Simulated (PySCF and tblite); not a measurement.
C6H8FNO2, numbered as in [CH3:1][O:2][c:3]1[cH:4][c:5]([F:6])[c:7]([O:8][CH3:9])[nH:10]1: conformational analysis

The ensemble was built from 90 distance-geometry starts (ETKDG and KDG, MMFF94s, GFN2-xTB) and rests on GFN2-xTB geometries. Weights use PBE0-D3(BJ)/pcSseg-1 energies plus GFN2-xTB zero-point and thermal terms (modes under about 100 cm⁻¹ blended into free rotors). Symmetry numbers and mirror images are counted. Conformers within 2.5 kcal/mol (GFN2-xTB free energy) were kept, 4 at most. GIAO shieldings: PBE0/pcSseg-1. Shifts are against TMS (¹H), TMS (¹³C), CFCl3 (¹⁹F), NH3 (¹⁵N) at the same level. Programs: PySCF with density fitting and tblite.

Torsions listed: C1–O2–C3–N10, N10–C7–O8–C9.

| conformer | shape | symmetry | E(GFN2) kcal/mol | E(DFT) kcal/mol | G(298.15 K) kcal/mol | weight % | dipole D |
| --- | --- | --- | --- | --- | --- | --- | --- |
| 1 | 180°, 180° | Cs | 0.00 | 0.00 | 0.00 | 99.7 | 1.27 |
| 2 | 180°, 0° | Cs | 2.71 | 4.06 | 3.64 | 0.2 | 3.96 |
| 3 | 0°, 180° | Cs | 2.12 | 4.19 | 4.02 | 0.1 | 3.39 |

Weights (%) against temperature:

```tsv
T (K)	1	2	3	S(mix) cal/mol/K
250	99.9	0.1	0.0	0.01
298.15	99.7	0.2	0.1	0.05
350	99.1	0.6	0.3	0.11
```

Averaged shifts at 298.15 K. ¹H: 5.01 (H4, 1H), 4.15 (H9, 3H), 3.83 (H1, 3H) ppm. ¹³C: 139.9 (C3), 137.7 (C5), 128.1 (C7), 76.6 (C4), 59.3 (C9), 57.2 (C1) ppm. ¹⁹F: -206.9 (F6) ppm. ¹⁵N: 136.3 (N10) ppm.

Coordinates of conformer 1 (Å):

```xyz
18

C     3.417   -0.370   -0.424
O     2.378   -1.167    0.100
C     1.137   -0.625    0.002
C     0.665    0.551   -0.508
C    -0.740    0.523   -0.305
F    -1.579    1.518   -0.677
C    -1.075   -0.649    0.311
O    -2.233   -1.218    0.744
C    -3.398   -0.449    0.525
N     0.089   -1.347    0.495
H     3.480    0.589    0.099
H     3.273   -0.187   -1.493
H     4.335   -0.933   -0.268
H     1.207    1.348   -0.970
H    -3.343    0.510    1.047
H    -3.556   -0.265   -0.541
H    -4.221   -1.038    0.923
H     0.155   -2.252    0.928
```

H on N, O and S are left out: they exchange, and hydrogen bonds move them by several ppm. Unscaled ¹⁹F and ¹⁵N shifts at such levels can be off by tens of ppm; differences between conformers or isomers are more reliable. Shifts are unscaled: against experiment ¹³C can be off by 15 ppm or more and ¹H by 0.8 ppm.

Search and properties took 98 s on 1 thread of Arm Neoverse V1, shared host (rough), launched as `OMP_NUM_THREADS=1 python ens_run.py task.json out`.


¹⁵N shifts are against a computed isolated NH3 molecule, about 20 ppm from the liquid.

Conformer gaps in pcSseg-1 on xTB geometries can be 2 kcal/mol off for S=O, P=O and other polar bonds.